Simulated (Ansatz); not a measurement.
C₂H₄Cl₂Si, SMILES C=C[SiH](Cl)Cl.

Geometry optimised at B3LYP-D3(BJ)/def2-SVP. The values are those of a single conformer.

Two levels are set side by side: PBE/def2-SVPD (Ansatz, a quantum-chemistry and plane-wave program) and CAM-B3LYP/def2-SVPD (Ansatz). Energy differences of separate SCF runs at the same geometry; the states with an electron removed or added have multiplicity 2 and 2. Differences are taken from unrounded values.

| quantity | PBE |
|---|---|
| vertical ionisation energy (eV) | 10.17 |
| vertical singlet–triplet gap (eV) | 4.24 |

### Question
These are the PBE values. What does CAM-B3LYP give? (The exact figures need the calculation; the answer reports its results.)

### Answer

| quantity | CAM-B3LYP | PBE minus CAM-B3LYP |
|---|---|---|
| vertical ionisation energy (eV) | 10.76 | -0.58 |
| vertical singlet–triplet gap (eV) | 4.19 | 0.05 |
